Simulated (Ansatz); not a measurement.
Calculation: Ansatz (an electronic-structure program) with frozen-core CCSD(T)/cc-pVTZ // PBE0-D3(BJ)/def2-TZVP.

Ansatz 0.2 input:
```yaml
crystal:
  periodic: [false, false, false]
  atoms:
    - { symbol: Si, position_ang: [-2.923221, -0.411573, 0.454844] }
    - { symbol: Si, position_ang: [-0.788898, -0.512973, -0.493323] }
    - { symbol: Si, position_ang: [0.788891, 0.512953, 0.894713] }
    - { symbol: Si, position_ang: [2.923224, 0.411581, -0.053436] }
    - { symbol: H, position_ang: [-3.938011, -1.060932, -0.418007] }
    - { symbol: H, position_ang: [-2.916153, -1.099137, 1.773787] }
    - { symbol: H, position_ang: [-3.309675, 1.009679, 0.662446] }
    - { symbol: H, position_ang: [-0.79075, 0.169595, -1.818233] }
    - { symbol: H, position_ang: [-0.398028, -1.934917, -0.709156] }
    - { symbol: H, position_ang: [0.790751, -0.169617, 2.219621] }
    - { symbol: H, position_ang: [0.398019, 1.934895, 1.110552] }
    - { symbol: H, position_ang: [3.30971, -1.009663, -0.261032] }
    - { symbol: H, position_ang: [2.91617, 1.099149, -1.372376] }
    - { symbol: H, position_ang: [3.937983, 1.060957, 0.819438] }
basis:
  gaussian: { orbitals: cc-pVTZ }
correlation:
  method: ccsd_t
```

Output:

```
Functional definition: HF
1563 factors; integrals over basis functions are off by at most 8.9e-4 eV
mean field evaluation 1: about -31605.9692 eV, gradient 1.8e1 eV
mean field evaluation 2: about -31606.2494 eV, gradient 1.9e1 eV
mean field evaluation 4: about -31608.5656 eV, gradient 1.0e0 eV
mean field evaluation 8: about -31608.5666 eV, gradient 5.6e-2 eV
mean field evaluation 16: about -31605.9689 eV, gradient 1.8e1 eV
mean field -31608.56661866 eV, -1161.5933981797 hartree, gradient 2.0e-6 eV, S^2 0.000000; 0 other end points of the search recorded, 0 dependent functions left out
20 core orbitals not correlated
reference -31608.56661866 eV, -1161.5933981797 hartree; 13, 13 occupied and 243, 243 virtual orbitals, 1563 factors
second order -13.92457281 eV of doubles, -0.00000000 eV of singles
cycle   1  -15.67391654 eV  change    -1.7e0 eV  update   1.0e-1
cycle   2  -16.30824308 eV  change   -6.3e-1 eV  update   3.4e-2
cycle   3  -16.35338089 eV  change   -4.5e-2 eV  update   1.0e-2
cycle   4  -16.34645059 eV  change    6.9e-3 eV  update   3.7e-3
cycle   5  -16.34436193 eV  change    2.1e-3 eV  update   1.0e-3
cycle   6  -16.34413043 eV  change    2.3e-4 eV  update   3.1e-4
cycle   7  -16.34416592 eV  change   -3.5e-5 eV  update   7.4e-5
cycle   8  -16.34418768 eV  change   -2.2e-5 eV  update   2.5e-5
perturbative correction -0.57598696 eV, -0.0211671302 hartree
Total energy: -31625.48679330 eV, -1162.2152031288 hartree
```

Cost: about 16 core-minutes (a rough figure).
